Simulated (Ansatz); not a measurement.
**Redistribution: CHBr2F + C2H4I2 → CHBr2I + C2H4FI**

Species: CHBr2F `FC(Br)Br`, singlet; C2H4I2 (1,2-diiodoethane) `ICCI`, singlet; CHBr2I (dibromoiodomethane) `BrC(Br)I`, singlet; C2H4FI (1-fluoro-2-iodoethane) `FCCI`, singlet. The partners trade F for I; both sit on C, so the bond types are kept.

Shapes, held fixed at every level: PBE0-D4/def2-TZVP. Flexible molecules stand in one conformer, not always the lowest. Programs: Ansatz 0.2.0. The zero-point and thermal change to 298 K, harmonic and unscaled (PBE0-D4/def2-TZVP), is +0.3 kJ/mol.

(1) Estimate ΔH(298 K) of this reaction.

Answers

(1) The highest level, CCSD(T)/def2-TZVPP, gives ΔH(298 K) = +26.4 kJ/mol; the levels span +25.7 to +33.4. The column of differences is taken from that level and isn't an error. No measured value is set beside it here. For atoms past krypton def2 sets carry core potentials with scalar relativity. Relativity is left out for Br. Outer-core shells of Br, I are correlated in most correlated rows, in sets that cover them unevenly.

```csv
level,kind,ΔH(298 K) (kJ/mol),less CCSD(T)/def2-TZVPP
HF/def2-TZVPP,Hartree–Fock,+29.2,+2.8
PBE-D4/def2-TZVPP,GGA,+33.4,+7.0
PBE0-D4/def2-TZVPP,global hybrid,+31.7,+5.3
B2PLYP/def2-TZVPP,double hybrid,+28.2,+1.8
CCSD(T)/def2-SVP,coupled cluster or CI,+29.1,+2.7
CCSD/def2-SVP,coupled cluster or CI,+28.3,+1.9
CCSD/def2-TZVPP,coupled cluster or CI,+25.7,-0.7
CCSD(T)/def2-TZVPP,coupled cluster or CI,+26.4,0.0
```
